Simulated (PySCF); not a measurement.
Molfile (atoms numbered from 1):
```
C4H10NPSi
     RDKit          3D

 17 16  0  0  0  0  0  0  0  0999 V2000
   -3.1270    0.4729   -0.4050 C   0  0  0  0  0  0  0  0  0  0  0  0
   -2.1820   -0.2187   -0.6528 C   0  0  0  0  0  0  0  0  0  0  0  0
   -0.9917   -1.0220   -0.8751 C   0  0  0  0  0  0  0  0  0  0  0  0
    0.1359   -0.5816   -0.0817 N   0  0  0  0  0  0  0  0  0  0  0  0
   -0.0265   -0.8380    1.3288 C   0  0  0  0  0  0  0  0  0  0  0  0
    1.1702    0.6325   -0.7139 Si  0  0  0  0  0  4  0  0  0  0  0  0
    2.8887    0.7653    0.7135 P   0  0  0  0  0  0  0  0  0  0  0  0
   -3.9719    1.0667   -0.2188 H   0  0  0  0  0  0  0  0  0  0  0  0
   -1.2180   -2.0686   -0.6293 H   0  0  0  0  0  0  0  0  0  0  0  0
   -0.7157   -0.9631   -1.9306 H   0  0  0  0  0  0  0  0  0  0  0  0
   -0.1696   -1.9097    1.4954 H   0  0  0  0  0  0  0  0  0  0  0  0
    0.8722   -0.5221    1.8588 H   0  0  0  0  0  0  0  0  0  0  0  0
   -0.8891   -0.3055    1.7442 H   0  0  0  0  0  0  0  0  0  0  0  0
    1.6511    0.1274   -2.0067 H   0  0  0  0  0  0  0  0  0  0  0  0
    0.5446    1.9509   -0.9436 H   0  0  0  0  0  0  0  0  0  0  0  0
    3.6291    1.5820   -0.1164 H   0  0  0  0  0  0  0  0  0  0  0  0
    2.3926    1.8433    1.4235 H   0  0  0  0  0  0  0  0  0  0  0  0
  1  2  3  0
  2  3  1  0
  3  4  1  0
  4  5  1  0
  4  6  1  0
  6  7  1  0
  1  8  1  0
  3  9  1  0
  3 10  1  0
  5 11  1  0
  5 12  1  0
  5 13  1  0
  6 14  1  0
  6 15  1  0
  7 16  1  0
  7 17  1  0
M  END
```

Geometry: GFN2-xTB; GIAO shifts from PySCF 2.14.0 with density-fitted response routines, gas phase, non-relativistic, averaged over equivalent atoms.

At PBE0/pcSseg-1 (183 basis functions, 30 s wall time on 1 thread of an Arm Neoverse V1, shared host):
```
      atoms  δ (ppm)
         C2     85.6
         C1     78.5
         C3     44.6
         C5     37.7
         N4     24.7
        Si6    -29.4
         P7   -300.3
    H14/H15     5.28
     H9/H10     3.69
H11/H12/H13     2.65
         H8     1.68
    H16/H17     1.04
```

Shifts are taken against calculated references (same method and geometry level): TMS for ¹³C (σref 186.93) and ²⁹Si (σref 349.16) and ¹H (σref 31.72); ¹⁵N (σref 267.73) against NH3; ³¹P (σref 318.38) vs H3PO4.

**Question.** Predict the values at revPBE/def2-SVPD on the same geometry.

**Answer.** 
```json
{"atoms": "C2", "δ at revPBE/def2-SVPD": "73.9", "change": "-11.7"}
{"atoms": "C1", "δ at revPBE/def2-SVPD": "62.8", "change": "-15.7"}
{"atoms": "C3", "δ at revPBE/def2-SVPD": "43.1", "change": "-1.5"}
{"atoms": "C5", "δ at revPBE/def2-SVPD": "36.1", "change": "-1.6"}
{"atoms": "N4", "δ at revPBE/def2-SVPD": "25.8", "change": "+1.1"}
{"atoms": "Si6", "δ at revPBE/def2-SVPD": "-55.7", "change": "-26.3"}
{"atoms": "P7", "δ at revPBE/def2-SVPD": "-9.9", "change": "+290.4"}
{"atoms": "H14/H15", "δ at revPBE/def2-SVPD": "5.74", "change": "+0.46"}
{"atoms": "H9/H10", "δ at revPBE/def2-SVPD": "3.91", "change": "+0.22"}
{"atoms": "H11/H12/H13", "δ at revPBE/def2-SVPD": "2.87", "change": "+0.22"}
{"atoms": "H8", "δ at revPBE/def2-SVPD": "1.46", "change": "-0.22"}
{"atoms": "H16/H17", "δ at revPBE/def2-SVPD": "0.98", "change": "-0.06"}
```

Shifts are taken against calculated references (same method and geometry level): TMS for ¹³C (σref 190.41) and ²⁹Si (σref 369.10) and ¹H (σref 31.92); ¹⁵N (σref 266.62) vs NH3; ³¹P (σref 652.58) against PH3.

The largest change is at P7 (phosphorus bonded to Si, 2 H). Cost: 228 basis functions, 50 s wall time on 1 thread of an Arm Neoverse V1, shared host. The order of the carbon signals is the same at both levels.

Experimental scales use liquid or dissolved standards, which lie at an offset from isolated NH3 (liquid NH3: subtract about 20 ppm) and H3PO4.
